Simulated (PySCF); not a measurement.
A structure optimised at PBE-D3(BJ)/def2-SVP, used in a PySCF frequency run:

```xyz
11

C     -1.9863     0.5007     0.5293
C     -0.8163     0.1005    -0.3568
F     -0.4386     1.1931    -1.1615
Si     0.7263    -0.4258     0.6317
F      1.8833    -0.9649    -0.3990
H     -2.3472    -0.3660     1.1199
H     -2.8290     0.8695    -0.0901
H     -1.7031     1.3095     1.2338
H     -1.1234    -0.7267    -1.0395
H      1.2638     0.7635     1.3712
H      0.3835    -1.5493     1.5699
```

Task: Write its SMILES and formula.

Result: C[C@@H](F)[SiH2]F, C₂H₆F₂Si

Task: What are its rotational constants (standard atomic weights)?

Result: 6.6131, 2.4261, 1.9491 GHz
